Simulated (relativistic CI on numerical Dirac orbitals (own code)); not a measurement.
# Electric-dipole lines of Ag31+

Computed by Dirac-Coulomb-Breit CI, separate exchange-only KLI orbitals for each configuration, model QED (radiative potential, 1s self-energy scaled to tabulated hydrogen-like ionisation energies), unscaled Slater integrals (own radial code, finite nucleus).

Configuration list (outside the closed core [Ne]): 3s2.3p4, 3s.3p5, 3s2.3p3.3d, 3p6, 3s.3p4.3d, 3p5.3d, 3s.3p3.3d2, 3s2.3p2.3d.4p, 3p5.4s, 3s.3p3.3d.4s, 3s2.3p3.4s, 3p5.4p, 3s2.3p2.3d2, 3s2.3p.3d3, 3s.3p2.3d3, 3s2.3p.3d2.4s, 3p4.3d2, 3p3.3d3, 3p3.3d2.4s, 3s2.3p2.3d.4s, 3s.3p2.3d2.4s, 3s2.3p.3d.4s2. Double excitations out of closed p, d and f shells are left out; levels of such configurations are missing from the list, as are those of other unlisted configurations, and high levels can miss mixing partners.

```tsv
λ vac (nm)	Lower	Upper	A (s⁻¹)	gf	Branching (%)
6.1598	3s2.3p4 3P_2 [1]	3s2.3p3.3d 1F°_3 [36]	8.01e+10	3.19e-01	60.0
6.1961	3s2.3p3.3d 5D°_3 [10]	3s2.3p2.3d2 1F_3 [128]	1.57e+11	6.33e-01	46.6
6.2326	3s2.3p3.3d 5D°_4 [11]	3s2.3p2.3d2 1F_3 [138]	1.28e+11	5.23e-01	30.2
6.2394	3s2.3p3.3d 5D°_3 [10]	3s2.3p2.3d2 5P_2 [126]	2.07e+11	6.05e-01	58.5
6.2405	3s2.3p3.3d 3G°_3 [14]	3s2.3p2.3d2 3F_3 [154]	1.65e+11	6.75e-01	33.4
6.2523	3s2.3p3.3d 3G°_3 [14]	3s2.3p2.3d2 3F_2 [153]	1.92e+11	5.64e-01	58.1
6.2641	3s2.3p4 3P_2 [1]	3s2.3p3.3d 3D°_2 [35]	1.04e+11	3.07e-01	63.3
6.2663	3s2.3p3.3d 5D°_2 [13]	3s2.3p2.3d2 3F_2 [148]	2.46e+11	7.23e-01	57.2
6.2704	3s2.3p4 3P_2 [1]	3s2.3p3.3d 3P°_1 [34]	3.27e+11	5.78e-01	73.5
6.2760	3s2.3p3.3d 5D°_3 [10]	3s2.3p2.3d2 5D_3 [125]	1.78e+11	7.37e-01	49.6
6.2907	3s2.3p4 3P_1 [3]	3s2.3p3.3d 3D°_2 [46]	1.43e+11	4.24e-01	41.6
6.3039	3s.3p5 3P°_2 [6]	3s.3p4.3d 3D_3 [107]	2.45e+11	1.02e+00	74.7
6.3223	3s2.3p3.3d 3F°_2 [8]	3s2.3p2.3d2 3D_1 [118]	3.34e+11	6.00e-01	66.6
6.3270	3s2.3p3.3d 5D°_4 [11]	3s.3p4.3d 3D_3 [133]	1.56e+11	6.54e-01	38.7
6.3583	3s2.3p3.3d 5D°_3 [10]	3s2.3p2.3d2 5D_3 [120]	1.10e+11	4.68e-01	48.9
6.3915	3s2.3p4 1S_0 [2]	3s2.3p3.3d 3S°_1 [37]	2.92e+11	5.36e-01	75.1
6.3974	3s2.3p3.3d 5D°_4 [11]	3s2.3p2.3d2 5D_4 [130]	3.09e+11	1.71e+00	86.3
6.4405	3s2.3p4 3P_2 [1]	3s2.3p3.3d 3D°_3 [32]	3.58e+11	1.56e+00	97.9
6.4520	3s2.3p4 3P_2 [1]	3s2.3p3.3d 3P°_2 [31]	1.74e+11	5.43e-01	95.6
6.4601	3s2.3p4 3P_1 [3]	3s2.3p3.3d 3P°_1 [43]	2.83e+11	5.32e-01	61.0
6.4812	3s2.3p4 3P_2 [1]	3s2.3p3.3d 3P°_2 [29]	1.67e+11	5.26e-01	88.9
6.4910	3s.3p5 3P°_2 [6]	3s.3p4.3d 3S_1 [100]	3.33e+11	6.31e-01	70.1
6.4938	3s2.3p4 1D_2 [4]	3s2.3p3.3d 3D°_2 [46]	2.01e+11	6.34e-01	58.4
6.4986	3s2.3p4 1D_2 [4]	3s2.3p3.3d 1F°_3 [45]	4.11e+11	1.82e+00	100.0
6.5083	3s2.3p3.3d 3G°_3 [14]	3s2.3p2.3d2 3G_3 [145]	1.27e+11	5.63e-01	42.0
6.5259	3s2.3p4 3P_1 [3]	3s2.3p3.3d 3P°_0 [42]	5.29e+11	3.38e-01	100.0
6.5669	3s2.3p3.3d 3G°_5 [27]	3s2.3p2.3d2 3H_6 [181]	1.57e+11	1.32e+00	100.0
6.5778	3s2.3p4 3P_2 [1]	3s2.3p3.3d 3S°_1 [28]	1.79e+11	3.49e-01	84.5
6.5881	3s.3p5 3P°_2 [6]	3s.3p4.3d 3P_2 [96]	1.54e+11	5.02e-01	61.2
6.6007	3s2.3p3.3d 3F°_3 [33]	3s2.3p2.3d2 3F_3 [197]	2.66e+11	1.22e+00	60.9
6.6275	3s2.3p3.3d 3G°_5 [27]	3s2.3p2.3d2 3G_5 [178]	2.60e+11	1.88e+00	61.5
6.6746	3s2.3p4 1D_2 [4]	3s2.3p3.3d 3P°_1 [43]	1.71e+11	3.42e-01	36.8
6.7065	3s2.3p3.3d 3D°_3 [32]	3s2.3p2.3d2 3F_4 [191]	2.72e+11	1.65e+00	45.5
6.9044	3s2.3p3.3d 5D°_4 [11]	3s2.3p2.3d2 5F_5 [106]	6.86e+10	5.39e-01	66.0
7.1856	3s2.3p3.3d 3F°_2 [8]	3s2.3p2.3d2 3F_3 [85]	7.86e+10	4.26e-01	52.1
7.2337	3s2.3p4 3P_1 [3]	3s2.3p3.3d 1D°_2 [38]	2.01e+11	7.89e-01	60.2
7.3072	3s2.3p4 3P_0 [5]	3s2.3p3.3d 1P°_1 [52]	3.36e+11	8.08e-01	96.2
7.4998	3s2.3p4 1D_2 [4]	3s2.3p3.3d 1P°_1 [39]	1.96e+11	4.95e-01	54.2
7.5037	3s2.3p4 1D_2 [4]	3s2.3p3.3d 1D°_2 [38]	1.10e+11	4.64e-01	32.9
7.7039	3s2.3p3.3d 3G°_5 [27]	3s.3p4.3d 3F_4 [146]	1.68e+11	1.34e+00	49.3
7.8607	3s2.3p3.3d 3D°_3 [32]	3s2.3p2.3d2 3G_4 [152]	1.25e+11	1.04e+00	48.8
7.8761	3s2.3p3.3d 3F°_2 [18]	3s2.3p2.3d2 3G_3 [110]	1.17e+11	7.64e-01	66.2
7.8791	3s2.3p3.3d 3F°_4 [40]	3s2.3p2.3d2 3G_5 [193]	1.26e+11	1.29e+00	80.5
7.9014	3s2.3p4 1D_2 [4]	3s2.3p3.3d 1F°_3 [36]	5.33e+10	3.49e-01	40.0
8.1222	3s2.3p4 3P_2 [1]	3s2.3p3.3d 3G°_3 [14]	4.26e+10	2.95e-01	99.9
```

Terms are leading LS components. Brackets give the number of a level in order of energy, since labels repeat. The list gives strong lines, with weight on those to low levels, without lines whose two gauges differ by over a factor of 2.5, among the lowest 200 of 2790 levels, so that lines to higher ones, which can be the strongest, are missing. Levels whose partners in the same complex of configurations lie outside the list can be far off, and so can their lines. Rates are taken at the computed energies, electric ones in the length gauge.

At this charge energies of transitions that change n are usually good to better than 1 %, and those within a shell (Δn = 0) to a few per cent.

LS names give the leading component of a level, which can be under half, so a name can repeat, a term be missing and a line seem to break the LS rules.
